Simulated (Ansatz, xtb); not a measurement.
Species: sum formula TiOF2, charge -1, multiplicity 2. The spin state was set by rule; other spins were not relaxed. 
Coordinates optimised at B3LYP-D3(BJ)/def2-TZVP (Ansatz, a first-principles code):
```
Ti
O 1 1.6671
F 1 1.8774 2 119.05
F 1 1.8774 2 119.05 3 -180.00
```
Charge -1, spin multiplicity 2.

Harmonic wavenumbers from GFN2-xTB (xtb, at its own minimum), cm⁻¹: 150, 170, 231, 444, 524, 870.

**Question.** Give the harmonic wavenumbers at B3LYP-D3(BJ)/def2-TZVP (Ansatz, finite differences of forces, unscaled).

**Answer.** 111, 175, 244, 537, 644, 959 cm⁻¹. Zero-point energy 3.8 kcal/mol.

**Question.** From these and the geometry, give the ideal-gas thermochemistry at 298.15 K and 1 atm (rigid rotor, harmonic oscillator).

**Answer.** Point group C2v, rotational symmetry number 2. Rotational constants 6.701, 4.937, 2.843 GHz. S(trans) 39.77, S(rot) 24.26, S(vib) 8.47, S(elec, spin only) 1.38, S 73.9 cal/(mol K). H(298) - H(0) 3.74 kcal/mol; G - E(el) -14.5 kcal/mol.
